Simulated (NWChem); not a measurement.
CH4AlBr; SMILES [Br][AlH][CH3]

```xyz
7

Al    -0.6232     1.0706    -0.0020
H     -2.1931     1.2719     0.0150
Br     0.0890    -1.1028    -0.0003
C      0.7070     2.5037    -0.0018
H      1.5647     2.2696    -0.6426
H      1.1012     2.6622     1.0113
H      0.2740     3.4542    -0.3359
```
Atoms are numbered in this order, from 1.

Results from NWChem. Pople sets run with spherical d functions. The geometry was optimised at B3LYP/6-31G* (spherical d).

What does the run give for PBE/6-31G*? Quantities: highest occupied level (eV); orbital gap (eV); dipole (D).


```yaml
highest occupied level (eV): -6.64
orbital gap (eV): 4.60
dipole (D): 2.18
```
